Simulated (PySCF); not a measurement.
Species: C₅H₁₁F₃N₂Si.
Atom-mapped SMILES: `[NH2:1][SiH2:2][N:3]1[CH2:4][CH2:5][CH2:6][C@@H:7]1[C:8]([F:9])([F:10])[F:11]` (hydrogens: H12, H13 on N1; H14, H15 on Si2; H16, H17 on C4; H18, H19 on C5; H20, H21 on C6; H22 on C7)

Structure used (PBE0-D3(BJ)/def2-SVP), in Å, numbered top down from 1:
```xyz
22
C5H11F3N2Si angstrom
N      3.1251    0.2794   -0.2877
Si     1.9665   -0.9053    0.1893
N      0.2712   -0.5629   -0.0554
C     -0.3975   -0.7102   -1.3460
C     -1.8173   -0.1765   -1.1296
C     -2.0160   -0.2717    0.3816
C     -0.6146   -0.0105    0.9356
C     -0.3506    1.4711    1.1786
F     -1.1595    1.9614    2.1233
F      0.9120    1.6666    1.5957
F     -0.5156    2.2165    0.0816
H      3.1020    1.2031    0.1302
H      3.4526    0.3167   -1.2454
H      2.0892   -1.1543    1.6539
H      2.2791   -2.1110   -0.6345
H     -0.4099   -1.7720   -1.6558
H      0.1155   -0.1500   -2.1477
H     -1.8843    0.8716   -1.4528
H     -2.5689   -0.7466   -1.6939
H     -2.3139   -1.2904    0.6718
H     -2.7715    0.4223    0.7762
H     -0.4739   -0.4804    1.9253
```

Jobs on this species (22 atoms, 96 electrons) with PySCF (density fitting). Hardware of each: one thread, Arm Neoverse V2, no GPU, on a shared host. The host was shared with other jobs, so the times are rough.

```
                 level and settings                                                             work  basis functions  SCF cycles  wall time
PBE0/pcSseg-1, IEF-PCM acetonitrile  shieldings, ring-centre shieldings, charges and field gradients              249           ?          ?
 PBE0-D3(BJ)/def2-SVP, grid level 1                      geometry optimisation from a GFN2-xTB start              213          71    5.6 min
  PBE0/pcSseg-1, IEF-PCM chloroform                               shieldings, ring-centre shieldings              249          14       69 s
```

Q: Fill in the missing figures.

A: 
- PBE0/pcSseg-1, IEF-PCM acetonitrile; shieldings, ring-centre shieldings, charges and field gradients: 68 s, 14 SCF cycles

Q: What do all jobs in the table cost together?

A: About 7.9 min; the longest takes about 71 % of that, and about 4.9 times as long as the shortest.
